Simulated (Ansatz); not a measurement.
The cluster TaO2⁻. Charge -1, multiplicity 5. Geometry PBE-D4/def2-TZVPD; atoms count from 1.

Cartesian coordinates in Å:
```
Ta -0.231 0.072 0.190
O -0.432 1.234 -1.239
O 0.663 -1.306 1.049
```

In the def2 sets Ta takes a core potential; there is no spin–orbit coupling. The highest occupied level of the charge -1 quintet lies above zero (up to 0.58 eV). It is a level of α spin, whose loss leaves a quartet; that state wasn't run at this geometry and level. The electron is either unbound and held by the finite basis, or the level is raised by self-interaction error. At PBE0-D4/def2-TZVPD a broken-symmetry singlet of charge -1 lies 3.79 eV below the quintet, each at its own geometry. The structure comes from a short search, and lower isomers may exist.

**Question.** Estimate the Mulliken populations from the PBE0/def2-TZVPD orbitals of Ansatz.

**Answer.** 
```csv
atom,charge (e),spin (α − β),d electrons
Ta1,0.17,3.35,3.28
O2,-0.59,0.32,–
O3,-0.59,0.32,–
```
Mulliken values and Mayer orders depend strongly on the basis. With diffuse functions, as here, like atoms can get unlike values, and bond orders can come out too low or too high.

**Question.** Where does the spin sit?

**Answer.** Summed by element: Ta 3.35, O 0.65, of 4 unpaired in all. Largest on single atoms: Ta1 3.35, O2 0.32, O3 0.32.

**Question.** And the Mayer bond orders between bonded heavy atoms (over 0.3)?

**Answer.** Ta1–O2 1.02 (1.85 Å); Ta1–O3 1.02 (1.85 Å). Values over 0.3 also appear between atoms too far apart for a bond (O2–O3 0.35 at 3.59 Å); they arise where an orbital or an unpaired electron spreads over both atoms.
